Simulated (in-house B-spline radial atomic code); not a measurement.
K¹²⁺. Computed with a B-spline radial atomic code. Model: all-electron spherical atom, spin shells full or empty, radial basis limit, no spin-orbit coupling: exact exchange with a local potential (Slater, KLI or optimised effective potential, whose far tail is KLI's), no correlation.

Exchange potential has not reached -1/r at the last radius.

The run also made RPA and GW results, which its time includes.

The Slater potential averages the orbital exchange potentials with the orbital densities as weights, KLI adds orbital constants, and the optimised effective potential minimises the exact-exchange energy among local potentials. So their energies lie above Hartree-Fock in the order OEP, KLI, Slater. All fall off as −1/r, unlike LDA and GGA exchange.

Command:
```bash
python run_gw.py task.json out
```
Settings (nuclear radius in fm, other lengths in bohr, energies in hartree):
```
Z                      19
electrons              7
configuration          [He] 2s2 2p3
hamiltonian            x2c
method                 slater
lmax                   9
rms_radius             3.4349
spin_polarised         True
box_radius             5.84
intervals              97
```

Time taken, with all properties: 1.7 s on 1 thread of Intel(R) Xeon(R) 6975P-C (Granite Rapids), on a shared host.

Given: hamiltonian one-electron scalar X2C; mean-field start Slater potential.

Computed: energy above Hartree-Fock 26.24 millihartree.

```csv
radius (bohr),r times exchange potential up (hartree bohr),r times exchange potential down (hartree bohr)
0.00263,-0.051657,-0.051636
0.00311,-0.061041,-0.061016
0.00366,?,?
0.00432,-0.084591,-0.084556
0.0051,-0.099685,-0.099642
0.00602,-0.11738,-0.11733
0.0071,-0.13799,-0.13793
0.00838,-0.16217,-0.16208
0.00989,-0.19029,-0.19018
0.0117,-0.22337,-0.22323
0.0138,-0.2608,-0.26062
0.0162,-0.30228,-0.30204
0.0192,-0.35201,-0.35168
0.0226,-0.40538,-0.40496
0.0267,-0.46544,-0.4649
0.0315,-0.52972,-0.5291
0.0371,-0.59663,-0.59607
0.0438,-0.66572,-0.66568
0.0517,-0.73289,-0.73443
0.061,-0.79392,-0.79941
0.072,-0.84381,-0.85789
0.0849,-0.87608,-0.90605
0.1,?,?
0.118,-0.8824,-0.94535
0.14,-0.8884,-0.89694
0.165,-0.93481,-0.78764
0.194,-1.0242,-0.70268
0.229,-1.1408,-0.71203
0.27,-1.2555,-0.77615
0.319,-1.3482,-0.84937
0.376,-1.4018,-0.91018
0.444,-1.414,-0.9539
0.524,-1.3905,-0.97998
0.618,-1.3458,-0.99288
0.73,-1.2934,-0.99804
0.861,-1.2438,-0.99959
1.02,-1.1995,-0.99994
```

Task: What belongs in the row 0.00366?

Result: r times exchange potential up (hartree bohr): -0.071763; r times exchange potential down (hartree bohr): -0.071734.

Task: What belongs in the row 0.1?

Result: r times exchange potential up (hartree bohr): -0.88686; r times exchange potential down (hartree bohr): -0.93894.

| occupied | level (hartree) | Hartree-Fock level (hartree) |
| --- | --- | --- |
| 1s up | -150.51 | -151.68 |
| 1s down | ? | ? |
| 2s up | -28.778 | -28.893 |
| 2s down | -27.53 | -27.337 |
| 2p up | -26.718 | -26.416 |

Task: What belongs in the row 1s down?

Result: level (hartree): -150.58; Hartree-Fock level (hartree): -151.01.

```csv
empty,level (hartree)
2p down,-25.529
3s up,?
3s down,-11.038
3p up,?
3p down,-10.441
3d up,-10.097
3d down,-9.5656
4s up,-6.1042
4s down,-5.9459
4p up,-5.8545
4p down,-5.7034
4d up,-5.5726
4f up,-5.4449
4d down,-5.3691
```

Task: What belongs in the row 3s up?

Result: level (hartree): -11.436.

Task: What belongs in the row 3p up?

Result: level (hartree): -10.823.

The highest level, 2p up, differs from Hartree-Fock by -8.2 eV and the deepest, 1s down, by +11.8 eV: the Slater potential lacks the response part and is deeper than the optimised one throughout, so the top level comes too deep.
